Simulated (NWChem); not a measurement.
System: CH3BaFO; SMILES [Ba]([F])[O]C

Input file for NWChem:

```
start job
memory heap 200 mb stack 700 mb global 900 mb
geometry units angstroms noautoz
  Ba     0.225022    -0.509674     0.336264
  F     -1.569302    -1.583902    -0.487068
  O      0.124956     1.781880     0.238774
  C     -0.280272     3.074488     0.019289
  H     -0.342609     3.672644     0.956060
  H      0.411035     3.636529    -0.648108
  H     -1.285349     3.146014    -0.454516
end
basis spherical
  * library def2-svp
end
ecp
  Ba library def2-ecp
end
dft
  xc b3lyp
  iterations 150
  mulliken
end
task dft energy
```

Coordinates come from a PBE0/def2-SVP optimisation. def2 effective core potentials on Ba; no spin-orbit coupling.

What results follow from this input? (B3LYP/def2-SVP with def2 effective core potentials on Ba.) Quantities: energy (Ha); highest occupied level (eV); orbital gap (eV); dipole (D).


- energy (Ha) = -240.39
- highest occupied level (eV) = -5.69
- orbital gap (eV) = 4.05
- dipole (D) = 6.26
